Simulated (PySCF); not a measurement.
ClTe (SMILES Cl[Te]), doublet, at a GFN2-xTB geometry (the spin is typed, not shown lowest) (core potentials on Te), atoms displaced at random by about 0.1 Å a coordinate. Base run: HF/def2-SVP in PySCF.

PySCF was given this input:
```python
from pyscf import gto, scf
from pyscf.geomopt import geometric_solver

mol = gto.Mole()
mol.atom = '''
    Te    0.00315573   -0.02623333   -0.65430625
    Cl   -0.15128860   -0.13917259    1.86826366
'''
mol.basis = 'def2-svp'
mol.ecp = {'Te': 'def2-svp'}
mol.spin = 1
mol.verbose = 3
mol.build()

def method(m):
    mf = scf.UHF(m)
    return mf

conv, mol_eq = geometric_solver.kernel(method(mol), maxsteps=100)
print('optimisation converged:', conv)
print(mol_eq.tostring(format='xyz'))
mf = method(mol_eq)
mf.kernel()
```

Variants of this job, named by their change:

| change | ΔE vs base (kcal/mol) | optimiser steps |
|---|---|---|
| base | 0.000 | 5 |
| coordsys = dlc | 0.000 | 5 |
| convergence_set = GAU_TIGHT | 0.000 | 6 |
| coordsys = cart | 0.000 | 6 |
| trust = 0.02 | 0.000 | 6 |
| coordsys = prim | 0.000 | 5 |
| convergence_set = TURBOMOLE | 0.000 | 6 |

Open shells are given as the SCF converged; they aren't shown to be the lowest states, and a large step between rows can be another state.
